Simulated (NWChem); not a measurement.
# C2H3ClF2Si; SMILES F/C([SiH3])=C(\F)Cl

Q: Give the equilibrium geometry at PBE-D3(BJ)/def2-SVP (NWChem) as an XYZ file, with the point group.

A: point group Cs; any orientation.
```
9

F      1.8236    -1.0707     0.0000
C      0.5696    -0.5565     0.0000
Si    -0.8874    -1.7729     0.0000
C      0.4475     0.7933     0.0000
F      1.4791     1.6296     0.0000
Cl    -1.0998     1.5655     0.0000
H     -0.2871    -3.1478     0.0000
H     -1.7376    -1.5790     1.2234
H     -1.7376    -1.5790    -1.2234
```
